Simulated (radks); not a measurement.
Question: All-electron calculation, scalar-relativistic Kohn-Sham, LB94 model potential, spin-polarised, spherical densities, finite nucleus; open shells are filled with parallel spins first (spin-orbit coupling, left out, can overturn this in heavy ions); Fermi nuclear charge, rms radius of each element as measured or else 0.836 A^(1/3) + 0.57 fm. Program: a radial shooting solver on a logarithmic mesh with Libxc functionals. Response by self-consistent Sternheimer equations with the Hartree and adiabatic LDA kernel, the relativistic mass of each level held fixed and spin-orbit coupling left out. For heavy and open-shell atoms this level of theory can miss by tens of per cent. Estimate the static dipole polarisabilities of Ga ([Ar] 3d10 4s2 4p1) and Dy+ ([Xe] 4f10 6s1) and the C6 coefficients of the three pairs.

Answer: alpha = 42.20 and 51.64 bohr^3; C6 = 313.6 (Ga-Ga), 349.2 (Ga-Dy+), 393.0 (Dy+-Dy+) hartree bohr^6.
